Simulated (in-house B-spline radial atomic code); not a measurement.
The numbers below are computed, except where a source is named.
Weak and strong correlation along the adiabatic connection

Two-electron singlets in several external potentials (atomic units), by full CI in B-splines with partial waves to l = 8 (correlation energies up to 0.6 % small). The repulsion is scaled by λ at fixed density; W(λ) is the mean repulsion less the Hartree energy, W(0) = E_x, and the area under W from 0 to 1 is E_xc.

One system gave this curve:

```json
{"λ": "0", "W (hartree)": "-1.3898"}
{"λ": "0.02", "W (hartree)": "-1.3921"}
{"λ": "0.05", "W (hartree)": "-1.3954"}
{"λ": "0.12", "W (hartree)": "-1.403"}
{"λ": "0.25", "W (hartree)": "-1.4166"}
{"λ": "0.4", "W (hartree)": "-1.4315"}
{"λ": "0.6", "W (hartree)": "-1.4502"}
{"λ": "0.8", "W (hartree)": "-1.4676"}
{"λ": "1", "W (hartree)": "-1.4839"}
{"λ": "1.4", "W (hartree)": "-1.5132"}
{"λ": "2", "W (hartree)": "-1.5505"}
{"λ": "3", "W (hartree)": "-1.5992"}
{"λ": "4.5", "W (hartree)": "-1.6513"}
{"λ": "7", "W (hartree)": "-1.707"}
{"λ": "10", "W (hartree)": "-1.748"}
```

Which system is it?
A. −Z exp(−kr)/r, Z = 4.06, k = 1.69
B. −Z exp(−kr)/r, Z = 8.77, k = 3.31
C. −Z exp(−kr)/r, Z = 1.72, k = 0.119
D. empty sphere, radius 1.26 bohr

D. The exchange energy sets the size: empty sphere, radius 1.26 bohr: E_x = -1.39, E_c = -0.0498; −Z exp(−kr)/r, Z = 8.77, k = 3.31: E_x = -4.7, E_c = -0.0464; −Z exp(−kr)/r, Z = 4.06, k = 1.69: E_x = -1.96, E_c = -0.0461; −Z exp(−kr)/r, Z = 1.72, k = 0.119: E_x = -0.841, E_c = -0.0415 hartree.
